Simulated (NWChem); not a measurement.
System: HSF$_{2}$ cation; SMILES F[SH+]F

NWChem printed, in part:

```
             Northwest Computational Chemistry Package (NWChem) 7.3.0
             --------------------------------------------------------

                             Geometry "geometry" -> ""
                             -------------------------

 Output coordinates in angstroms (scale by  1.889725989 to convert to a.u.)

  No.       Tag          Charge          X              Y              Z
 ---- ---------------- ---------- -------------- -------------- --------------
    1 F                    9.0000    -0.48909700    -0.02204400    -1.20294000
    2 S                   16.0000     0.48272300    -0.03166800     0.00000000
    3 F                    9.0000    -0.48909700    -0.02204400     1.20294000
    4 H                    1.0000     0.74236200     1.32297300     0.00000000

 Effective nuclear repulsion energy (a.u.)     126.8632086253

  pbe96 is a nonlocal functional; adding pw91lda local functional.
                              NWChem Property Module
                              ----------------------

  itol2e modified to match energy
  convergence criterion.

                                 NWChem DFT Module
                                 -----------------

 Summary of "ao basis" -> "ao basis" (spherical)
 ------------------------------------------------------------------------------
       Tag                 Description            Shells   Functions and Types
 ---------------- ------------------------------  ------  ---------------------
 F                         def2-tzvp                11       31   5s3p2d1f
 S                         def2-tzvp                13       37   5s5p2d1f
 H                         def2-tzvp                 4        6   3s1p

  itol2e modified to match energy
  convergence criterion.

            General Information
            -------------------
          SCF calculation type: DFT
          Wavefunction type:  closed shell.
          No. of atoms     :     4
          No. of electrons :    34
           Alpha electrons :    17
            Beta electrons :    17
          Charge           :     1
          Spin multiplicity:     1
          Use of symmetry is: off; symmetry adaption is: off
          Maximum number of iterations: 150
          AO basis - number of functions:   105
                     number of shells:    39
          Convergence on energy requested:  1.00D-07
          Convergence on density requested:  1.00D-05
          Convergence on gradient requested:  5.00D-04

              XC Information
              --------------
          PerdewBurkeErnzerhof Exchange Functional  1.000
            Perdew 1991 LDA Correlation Functional  1.000 local
           PerdewBurkeErnz. Correlation Functional  1.000 non-local

             Grid Information
             ----------------
          Grid used for XC integration:  fine
          Radial quadrature: Mura-Knowles
          Angular quadrature: Lebedev.
          Tag              B.-S. Rad. Rad. Pts. Rad. Cut. Ang. Pts.
          ---              ---------- --------- --------- ---------
          F                   0.50       70           8.0       590
          S                   1.00      123           7.0       770
          H                   0.35       60           7.0       590
          Grid pruning is: on
          Number of quadrature shells:   323
          Spatial weights used:  Erf1

      Superposition of Atomic Density Guess
      -------------------------------------

 Sum of atomic energies:        -596.81546728

 Renormalizing density from      35.00 to     34

      Non-variational initial energy
      ------------------------------

 Total energy =    -586.741058
 1-e energy   =   -1050.182101
 2-e energy   =     336.577835
 HOMO         =      -0.763307
 LUMO         =      -0.409839

   convergence    iter        energy       DeltaE   RMS-Dens  Diis-err
 ---------------- ----- ----------------- --------- --------- ---------
 d= 0,ls=0.0,diis     1   -597.6489333500 -7.25D+02  1.67D-02  3.65D+00
 d= 0,ls=0.0,diis     2   -596.6184748427  1.03D+00  1.37D-02  1.45D+01
 d= 0,ls=0.0,diis     3   -597.8071827610 -1.19D+00  2.79D-03  5.66D-01
 d= 0,ls=0.0,diis     4   -597.8464312458 -3.92D-02  8.60D-04  1.22D-02
 d= 0,ls=0.0,diis     5   -597.8471711927 -7.40D-04  3.36D-04  2.17D-03
  Resetting Diis
 d= 0,ls=0.0,diis     6   -597.8475046286 -3.33D-04  3.45D-05  5.93D-05
 d= 0,ls=0.0,diis     7   -597.8475096236 -5.00D-06  2.48D-05  3.92D-06
 d= 0,ls=0.0,diis     8   -597.8475081151  1.51D-06  1.49D-05  2.25D-05
 d= 0,ls=0.0,diis     9   -597.8475100454 -1.93D-06  2.23D-06  1.31D-07
 d= 0,ls=0.0,diis    10   -597.8475100616 -1.62D-08  1.47D-07  1.99D-09

         Total DFT energy =     -597.847510061603
      One electron energy =    -1069.640825600165
           Coulomb energy =      391.242302930189
    Exchange-Corr. energy =      -46.312196016880
 Nuclear repulsion energy =      126.863208625254

 Numeric. integr. density =       33.999999651165

                       DFT Final Molecular Orbital Analysis
                       ------------------------------------

 Vector   15  Occ=2.000000D+00  E=-6.982882D-01
              MO Center= -4.4D-01, -1.4D-02,  5.5D-06, r^2= 1.8D+00
   Bfn.  Coefficient  Atom+Function         Bfn.  Coefficient  Atom+Function
  ----- ------------  ---------------      ----- ------------  ---------------
     7      0.356533  1 F  py                75     -0.356535  3 F  py
    10      0.288758  1 F  py                78     -0.288759  3 F  py
    13      0.164213  1 F  py                81     -0.164214  3 F  py
    58     -0.076456  2 S  d -1              53     -0.059011  2 S  d -1
     8     -0.041336  1 F  pz                76     -0.041336  3 F  pz

 Vector   16  Occ=2.000000D+00  E=-6.860093D-01
              MO Center= -4.2D-01, -2.7D-02,  6.5D-07, r^2= 1.9D+00
   Bfn.  Coefficient  Atom+Function         Bfn.  Coefficient  Atom+Function
  ----- ------------  ---------------      ----- ------------  ---------------
     8      0.298874  1 F  pz                76      0.298874  3 F  pz
    11      0.243138  1 F  pz                79      0.243138  3 F  pz
     6     -0.209716  1 F  px                74      0.209716  3 F  px
     9     -0.173443  1 F  px                77      0.173443  3 F  px
    14      0.129582  1 F  pz                82      0.129582  3 F  pz

 Vector   17  Occ=2.000000D+00  E=-5.971548D-01
              MO Center=  2.5D-01,  3.7D-02,  9.7D-08, r^2= 2.0D+00
   Bfn.  Coefficient  Atom+Function         Bfn.  Coefficient  Atom+Function
  ----- ------------  ---------------      ----- ------------  ---------------
    47      0.324262  2 S  py                36     -0.257589  2 S  s
    35     -0.245665  2 S  s                  7     -0.241097  1 F  py
    75     -0.241097  3 F  py               101      0.210578  4 H  s
    10     -0.194406  1 F  py                78     -0.194406  3 F  py
    46     -0.165959  2 S  px                34      0.154514  2 S  s

 Vector   18  Occ=0.000000D+00  E=-3.880349D-01
              MO Center=  5.5D-01,  1.7D-02,  3.9D-09, r^2= 1.8D+00
   Bfn.  Coefficient  Atom+Function         Bfn.  Coefficient  Atom+Function
  ----- ------------  ---------------      ----- ------------  ---------------
    48      0.553786  2 S  pz                51      0.484009  2 S  pz
    45      0.225208  2 S  pz                 6      0.204763  1 F  px
    74     -0.204763  3 F  px                 5      0.190910  1 F  s
    73     -0.190910  3 F  s                 39     -0.176218  2 S  pz
     9      0.171830  1 F  px                77     -0.171830  3 F  px

 Vector   19  Occ=0.000000D+00  E=-3.747469D-01
              MO Center=  3.0D-01, -6.9D-02,  1.5D-08, r^2= 1.8D+00
   Bfn.  Coefficient  Atom+Function         Bfn.  Coefficient  Atom+Function
  ----- ------------  ---------------      ----- ------------  ---------------
    46      0.485070  2 S  px                49      0.442842  2 S  px
   102     -0.257557  4 H  s                 50      0.236854  2 S  py
    47      0.213049  2 S  py                 8      0.200807  1 F  pz
    76     -0.200807  3 F  pz                43      0.197456  2 S  px
     5      0.191143  1 F  s                 73      0.191143  3 F  s

 Vector   20  Occ=0.000000D+00  E=-2.702468D-01
              MO Center=  5.5D-01,  8.8D-01,  6.7D-10, r^2= 2.4D+00
   Bfn.  Coefficient  Atom+Function         Bfn.  Coefficient  Atom+Function
  ----- ------------  ---------------      ----- ------------  ---------------
   102      0.980295  4 H  s                 36     -0.802306  2 S  s
    35     -0.493815  2 S  s                 50     -0.474005  2 S  py
    47     -0.396474  2 S  py               101      0.324861  4 H  s
    34      0.265121  2 S  s                 46      0.186424  2 S  px
     5      0.168366  1 F  s                 73      0.168366  3 F  s

     Multipole analysis of the density
     ---------------------------------

     L   x y z        total         alpha         beta         nuclear
     -   - - -        -----         -----         ----         -------
     0   0 0 0      1.000000    -17.000000    -17.000000     35.000000

     1   1 0 0      0.915716      0.777048      0.777048     -0.638380
     1   0 1 0      0.512403     -0.140162     -0.140162      0.792727
     1   0 0 1      0.000000      0.000000      0.000000      0.000000

     2   2 0 0    -13.224571    -21.941670    -21.941670     30.658769
     2   1 1 0      1.100510     -1.113155     -1.113155      3.326820
     2   1 0 1     -0.000000     -0.000000     -0.000000      0.000000
     2   0 2 0    -13.064469     -9.701644     -9.701644      6.338819
     2   0 1 1     -0.000000     -0.000000     -0.000000      0.000000
     2   0 0 2    -13.856056    -53.436076    -53.436076     93.016096

          -----------------------
          Electric field gradient
          -----------------------

 1 a.u. = 0.324123 10**(16) esu/cm**3  ( or statvolts/cm**2 ) = 0.97174 10**(22) v/m**2

 ------------------------------------------------------------
   Atom      X         Y         Z
 ------------------------------------------------------------
    1 F   -0.92426  -0.04166  -2.27323
 ------------------------------------------------------------

 Electric field gradient in molecular frame (a.u.)
         XX             YY             ZZ             XY             XZ             YZ
 ------------------------------------------------------------------------------------------
       -0.464069       1.770347      -1.306278      -0.183207      -1.779945       0.091427

 Principal components (a.u.) and orientation
 of principal axis w.r.t. absolute frame                      Asymmetry parameter eta
 --------------------------------------------------------------------------------------
       -2.714647       1.816750       0.897897                       0.338480

        0.620768      -0.181101       0.762791
        0.009377       0.974600       0.223758
        0.783939       0.131749      -0.606698

 ------------------------------------------------------------
   Atom      X         Y         Z
 ------------------------------------------------------------
    2 S    0.91221  -0.05984   0.00000
 ------------------------------------------------------------

 Electric field gradient in molecular frame (a.u.)
         XX             YY             ZZ             XY             XZ             YZ
 ------------------------------------------------------------------------------------------
       -0.319992       2.646381      -2.326389      -1.566931      -0.000000       0.000000

 Principal components (a.u.) and orientation
 of principal axis w.r.t. absolute frame                      Asymmetry parameter eta
 --------------------------------------------------------------------------------------
        3.320767      -2.326389      -0.994377                       0.401116

       -0.395327       0.000000       0.918540
        0.918540       0.000000       0.395327
        0.000000       1.000000      -0.000000

 ------------------------------------------------------------
   Atom      X         Y         Z
 ------------------------------------------------------------
    3 F   -0.92426  -0.04166   2.27323
 ------------------------------------------------------------

 Electric field gradient in molecular frame (a.u.)
         XX             YY             ZZ             XY             XZ             YZ
 ------------------------------------------------------------------------------------------
       -0.464069       1.770348      -1.306278      -0.183207       1.779945      -0.091427

 Principal components (a.u.) and orientation
 of principal axis w.r.t. absolute frame                      Asymmetry parameter eta
 --------------------------------------------------------------------------------------
       -2.714647       1.816751       0.897897                       0.338480

       -0.620768      -0.181101       0.762791
       -0.009377       0.974600       0.223758
        0.783939      -0.131749       0.606698

 ------------------------------------------------------------
   Atom      X         Y         Z
 ------------------------------------------------------------
    4 H    1.40286   2.50006   0.00000
 ------------------------------------------------------------

 Electric field gradient in molecular frame (a.u.)
         XX             YY             ZZ             XY             XZ             YZ
 ------------------------------------------------------------------------------------------
        0.077104      -0.155859       0.078755      -0.050167       0.000000       0.000000

 Principal components (a.u.) and orientation
 of principal axis w.r.t. absolute frame                      Asymmetry parameter eta
 --------------------------------------------------------------------------------------
       -0.166203       0.087447       0.078755                       0.052298

        0.201940       0.979398       0.000000
        0.979398      -0.201940       0.000000
       -0.000000      -0.000000       1.000000
```

Level: PBE/def2-TZVP. Coordinates come from a PBE0/def2-SVP optimisation. NWChem prints the field gradient with the sign opposite to the second derivative of the potential.

Task: Write an input that gives this output.

Result: This is not unique; one that fits is the input that was run:
```
start job
memory heap 200 mb stack 900 mb global 1100 mb
charge 1
geometry units angstroms noautosym nocenter noautoz
  F     -0.489097    -0.022044    -1.202940
  S      0.482723    -0.031668     0.000000
  F     -0.489097    -0.022044     1.202940
  H      0.742362     1.322973     0.000000
end
basis spherical
  * library def2-tzvp
end
dft
  xc xpbe96 cpbe96
  iterations 150
end
property
  efieldgrad
end
task dft property
```
